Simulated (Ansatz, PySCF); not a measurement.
Gas-phase reaction (SMILES): B (BH3) + O (H2O) → BO (H3BO) [borinic acid] + [H][H] (H2); water cleaves one B-H bond, a model of a ligand-exchange step.

Each molecule is optimised on its own at B3LYP-D3(BJ)/def2-TZVP (Ansatz, a quantum-chemistry and plane-wave program), one conformer each, not searched for the lowest. Valence correlation only, unless marked. Spin-orbit coupling is left out. No relativistic terms. CBS marks a two-point X^-3 extrapolation of the correlation energy; Hartree-Fock from the larger set. Thermal terms are rigid-rotor harmonic-oscillator values from B3LYP-D3(BJ) frequencies (Ansatz or PySCF) at 298.15 K and 1 atm. 1 Eh = 627.5095 kcal/mol.

| species | E, CCSD(T)/CBS(aug-cc-pVTZ,aug-cc-pVQZ) (Ansatz) (Eh) | E, B3LYP-D3(BJ)/def2-TZVPD (Ansatz + dftd3) (Eh) | H - E (Eh) | G - E (Eh) |
|---|---|---|---|---|
| B (BH3) | -26.54880 | -26.62529 | 0.03008 | 0.00872 |
| O (H2O) | -76.37513 | -76.46738 | 0.02495 | 0.00353 |
| BO (H3BO) | -101.79840 | -101.96285 | 0.03929 | 0.01314 |
| [H][H] (H2) | -1.17444 | -1.17983 | 0.01336 | -0.00144 |

Q: Work out ΔE and ΔH, ΔG, ΔS and the equilibrium constant at 298.15 K at the first level, then ΔH at the second.

A: 
1. ΔE = [(-101.79840) + (-1.17444)] - [(-26.54880) + (-76.37513)] = -0.04891 Eh = -30.7 kcal/mol at CCSD(T)/CBS(aug-cc-pVTZ,aug-cc-pVQZ).
2. The terms H - E add up to -0.00238 Eh, so ΔH = (-0.04891 + (-0.00238))×627.5095 = -32.2 kcal/mol.
3. The terms G - E add up to -0.00055 Eh, so ΔG = -31.0 kcal/mol, and ΔS = (-0.00238 - (-0.00055))×627509.5/298.15 = -3.9 cal/(mol K).
4. log10 K = -ΔG/(RT ln 10) = 22.7, with RT ln 10 = 1.3642 kcal/mol.
5. At B3LYP-D3(BJ)/def2-TZVPD the same steps give ΔE = -31.4 and ΔH = -32.9 kcal/mol, a shift of -0.7 from the first level.
6. These values are not checked against measurement here, since the tables used lack a sound gas-phase enthalpy of formation for at least one species.
